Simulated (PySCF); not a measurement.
H7NSSi2, SMILES [SiH2](N)S[SiH3].

The structure is a stationary point at B3LYP-D3(BJ)/def2-SVP. The values are those of a single conformer.

All values below come from TDDFT-PBE/def2-SVPD in PySCF.

Vertical excitations. 

**Question.** List the lowest excited states. (An estimate is asked for; the answer gives what the named calculation found.)

**Answer.** 
| state | energy (eV) | λ (nm) | f | main pairs |
|---|---|---|---|---|
| S1 | 5.10 | 243 | 0.002 | HOMO→LUMO 99 % |
| S2 | 5.48 | 226 | 0.014 | HOMO→LUMO+1 98 % |
| S3 | 5.62 | 221 | 0.030 | HOMO−1→LUMO 96 % |
| S4 | 5.79 | 214 | 0.003 | HOMO→LUMO+2 99 % |
| S5 | 5.86 | 211 | 0.022 | HOMO−1→LUMO+1 93 % |
| S6 | 6.15 | 201 | 0.002 | HOMO→LUMO+3 97 % |
| S7 | 6.29 | 197 | 0.027 | HOMO−1→LUMO+2 81 % |
| S8 | 6.44 | 193 | 0.007 | HOMO→LUMO+5 98 % |
| S9 | 6.51 | 191 | 0.013 | HOMO→LUMO+4 80 % |
| S10 | 6.58 | 188 | 0.015 | HOMO−1→LUMO+3 72 %, HOMO−2→LUMO 21 % |
| T1 | 4.98 | 249 | 0 | HOMO→LUMO 97 % |
| T2 | 5.18 | 239 | 0 | HOMO→LUMO+1 96 % |
| T3 | 5.32 | 233 | 0 | HOMO−1→LUMO 99 % |
| T4 | 5.54 | 224 | 0 | HOMO→LUMO+2 99 % |
Triplets are in the Tamm–Dancoff approximation, which puts them higher than full response would, so one can lie above its singlet here.
